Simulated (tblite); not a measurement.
Species: 2-pyridinecarboxaldehyde, C6H5NO.
Numbering: `[O:1]=[CH:2][c:3]1[cH:4][cH:5][cH:6][cH:7][n:8]1` (hydrogens: H9 on C2; H10 on C4; H11 on C5; H12 on C6; H13 on C7)

Computed with GFN2-xTB (tblite), gas phase: Langevin dynamics at 300 K from the optimised GFN2-xTB geometry, time step 0.5 fs, friction 0.01 fs⁻¹, 2000 steps.

Start geometry:
```
atom  x, y, z in Å
O1      3.090    0.691    0.146
C2      2.349   -0.238   -0.041
C3      0.874   -0.157   -0.029
C4      0.222    1.052    0.211
C5     -1.163    1.065    0.208
C6     -1.837   -0.122   -0.032
C7     -1.092   -1.274   -0.260
N8      0.225   -1.297   -0.260
H9      2.720   -1.258   -0.245
H10     0.807    1.940    0.391
H11    -1.707    1.981    0.390
H12    -2.916   -0.158   -0.043
H13    -1.576   -2.223   -0.452
```

The statistics below take the 31 frames saved every 25 fs from 250 to 1000 fs; their kinetic temperature (all 3N coordinates) averages 315 K.

Q: How do the bond lengths spread?

A: 
| bond | start (Å) | mean (Å) | standard deviation (Å) | shortest (Å) | longest (Å) |
| --- | --- | --- | --- | --- | --- |
| O1=C2 | 1.203 | 1.203 | 0.020 | 1.168 | 1.248 |
| C2–C3 | 1.477 | 1.488 | 0.032 | 1.418 | 1.561 |
| C3–C4 | 1.395 | 1.394 | 0.024 | 1.349 | 1.450 |
| C4–C5 | 1.385 | 1.385 | 0.021 | 1.332 | 1.418 |
| C5–C6 | 1.386 | 1.384 | 0.019 | 1.331 | 1.417 |
| C6–C7 | 1.392 | 1.392 | 0.019 | 1.348 | 1.426 |
| C7–N8 | 1.316 | 1.327 | 0.018 | 1.287 | 1.367 |
| C3–N8 | 1.332 | 1.339 | 0.023 | 1.289 | 1.388 |
| C2–H9 | 1.104 | 1.103 | 0.019 | 1.055 | 1.136 |
| C4–H10 | 1.079 | 1.082 | 0.030 | 0.999 | 1.158 |
| C5–H11 | 1.080 | 1.087 | 0.035 | 1.025 | 1.170 |
| C6–H12 | 1.079 | 1.084 | 0.033 | 1.017 | 1.196 |
| C7–H13 | 1.082 | 1.084 | 0.026 | 1.031 | 1.134 |

Q: Give the same statistics for bond angles, one of each kind among heavy atoms.

A: 
```json
{"angle": "O1–C2–C3", "start (°)": "124.9", "mean (°)": "124.9", "standard deviation (°)": "4.5", "smallest (°)": "114.9", "largest (°)": "133.2"}
{"angle": "C2–C3–C4", "start (°)": "121.1", "mean (°)": "122.4", "standard deviation (°)": "5.5", "smallest (°)": "113.5", "largest (°)": "135.0"}
{"angle": "C2–C3–N8", "start (°)": "116.0", "mean (°)": "115.0", "standard deviation (°)": "4.4", "smallest (°)": "104.6", "largest (°)": "122.8"}
{"angle": "C4–C3–N8", "start (°)": "122.9", "mean (°)": "122.4", "standard deviation (°)": "2.6", "smallest (°)": "114.6", "largest (°)": "127.9"}
{"angle": "C3–C4–C5", "start (°)": "118.4", "mean (°)": "118.4", "standard deviation (°)": "3.0", "smallest (°)": "114.5", "largest (°)": "125.8"}
{"angle": "C4–C5–C6", "start (°)": "118.6", "mean (°)": "118.9", "standard deviation (°)": "3.1", "smallest (°)": "111.4", "largest (°)": "125.1"}
{"angle": "C5–C6–C7", "start (°)": "118.5", "mean (°)": "118.2", "standard deviation (°)": "2.9", "smallest (°)": "112.8", "largest (°)": "123.9"}
{"angle": "C6–C7–N8", "start (°)": "123.4", "mean (°)": "123.1", "standard deviation (°)": "2.9", "smallest (°)": "117.3", "largest (°)": "129.6"}
{"angle": "C3–N8–C7", "start (°)": "118.2", "mean (°)": "118.1", "standard deviation (°)": "3.1", "smallest (°)": "109.7", "largest (°)": "125.9"}
```

Q: How far does each atom move about its mean position (frames aligned on the start, all atoms weighted alike), and what rms force does it feel?

A: 
```
atom  rms displacement (Å)  rms force (eV/Å)
  O1                  0.31              1.63
  C2                  0.07              2.06
  C3                  0.09              1.65
  C4                  0.09              1.86
  C5                  0.08              1.93
  C6                  0.07              1.63
  C7                  0.08              1.71
  N8                  0.11              1.58
  H9                  0.30              0.65
 H10                  0.17              1.12
 H11                  0.12              1.16
 H12                  0.14              1.08
 H13                  0.13              0.90
```

The displacements run from 0.07 to 0.31 Å, the largest at O1.

Q: Follow the torsion O1–C2–C3–C4 through every second one of these frames.

A: 
```tsv
t (fs)	O1–C2–C3–C4 (°)
250	6
300	-19
350	-1
400	-1
450	-14
500	-16
550	7
600	1
650	28
700	20
750	-7
800	-34
850	-33
900	-14
950	-13
1000	7
```

Largest departure from the start value over all these frames: O1–C2–C3–C4 38° (start 0°).

Q: How widely does the potential energy scatter, against a harmonic estimate?

A: Mean 0.44 eV above the start, standard deviation 0.114 eV, range 0.23 to 0.70 eV. For 33 classical harmonic modes at 300 K the canonical values are 33kT/2 = 0.43 eV and kT·√(33/2) = 0.105 eV.

The run is classical and short, so these are rough statistics of one trajectory.

What follows is the cost of the whole dynamics run. The run took 15 s wall on one thread of an Arm Neoverse N1 (shared host), and the process peaked at 0.18 GiB of memory.
